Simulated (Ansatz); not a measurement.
```yaml
crystal:
  periodic: [false, false, false]
  atoms:
    - {symbol: B, position_ang: [0.166217, 1.045669, -0.602305]}
    - {symbol: Ga, position_ang: [-2.040557, 0.167684, -1.342250]}
    - {symbol: C, position_ang: [1.036398, 0.073643, 0.334802]}
    - {symbol: Al, position_ang: [-0.904331, -1.082066, 0.723620]}
    - {symbol: H, position_ang: [-0.234205, 0.358189, -1.960068]}
    - {symbol: H, position_ang: [-0.501262, 1.619454, -0.439229]}
    - {symbol: H, position_ang: [1.341318, 0.527082, 1.225383]}
    - {symbol: H, position_ang: [1.952447, -0.875551, 0.071403]}
    - {symbol: H, position_ang: [-0.753079, -1.920313, 1.946778]}
basis:
  gaussian: {orbitals: x2c-TZVPPall, final_grid: {core_spheres: 8, valence_spheres: 7, degree: 23}}
hamiltonian: {xc: {name: B3LYP}}
```

```sh
$ ansatz run in.yaml --threads 2 --pin off --events-out ev --progress --plain --max-ram 4352MiB
```

Output, abridged:

```
Functional definition: B3LYP
1331 factors; their error is unknown
mean field evaluation 1: about -61272.6820 eV, gradient 8.7e1 eV
mean field evaluation 2: about -61017.2368 eV, gradient 2.2e2 eV
mean field evaluation 4: about -61296.7157 eV, gradient 1.6e1 eV
mean field evaluation 8: about -61297.6113 eV, gradient 3.9e-1 eV
mean field evaluation 16: about -61297.7680 eV, gradient 7.6e-4 eV
mean field -61297.76799352 eV, -2252.6514246425 hartree, gradient 6.3e-5 eV, S^2 0.000000; 0 other end points of the search recorded, 0 dependent functions left out
reference -61297.76827508 eV, -2252.6514349895 hartree; 30, 30 occupied and 192, 192 virtual orbitals, 1331 factors
Total energy: -61297.76827508 eV, -2252.6514349895 hartree
Relativity: scalar
```

Hardware: 2 threads of an Arm Neoverse N1 on a shared host. Wall time 6.5 s, peak host memory 0.42 GiB.
